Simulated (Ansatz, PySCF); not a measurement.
Pair of molecules: CH6OSi (SMILES CO[SiH3]) (first 9 atoms) with CH4 (SMILES C); geometry from B3LYP-D3(BJ)/def2-TZVP, rigid monomers moved along the line of their centres of mass till O2···H11 is 3.75 Å.
(charge 0, multiplicity 1):
```xyz
14

C     -1.6050    -0.4673     0.3216
O     -0.5492     0.4651     0.1508
Si     0.9489     0.0400    -0.3829
H     -2.4791     0.0743     0.6816
H     -1.8598    -0.9563    -0.6241
H     -1.3413    -1.2340     1.0566
H      1.5554    -0.9886     0.5000
H      1.7615     1.2719    -0.3719
H      0.8809    -0.5210    -1.7568
C      0.0636     0.0510     4.6995
H     -0.1580     0.7222     3.8717
H     -0.8620    -0.3843     5.0749
H      0.7233    -0.7437     4.3526
H      0.5533     0.6032     5.5006
```

Counterpoise-corrected where a basis set is named; no monomer relaxation.

Frozen-core correlation.

Programs: Ansatz (Gaussian basis) for Hartree–Fock, density functionals and correlated methods; PySCF for the dispersion terms. Each number belongs to the level named beside it.

PBE/def2-TZVPPD gives -0.24 kcal/mol for the interaction energy.

### Question
Where do these levels fall relative to PBE: PBE-D3(BJ)/def2-TZVPPD, r2SCAN/def2-TZVPPD, B3LYP/def2-TZVPPD, wB97M-V/def2-TZVPPD, MP2/aug-cc-pV(D+d)Z, CCSD(T)/aug-cc-pV(D+d)Z.

### Answer
PBE-D3(BJ)/def2-TZVPPD -0.41; r2SCAN/def2-TZVPPD 0.03; B3LYP/def2-TZVPPD 0.31; wB97M-V/def2-TZVPPD -0.24; MP2/aug-cc-pV(D+d)Z -0.20; CCSD(T)/aug-cc-pV(D+d)Z -0.21 kcal/mol. 2 of 6 lie above PBE; the widest gap is to PBE-D3(BJ)/def2-TZVPPD.

Ansatz is an electronic-structure program.
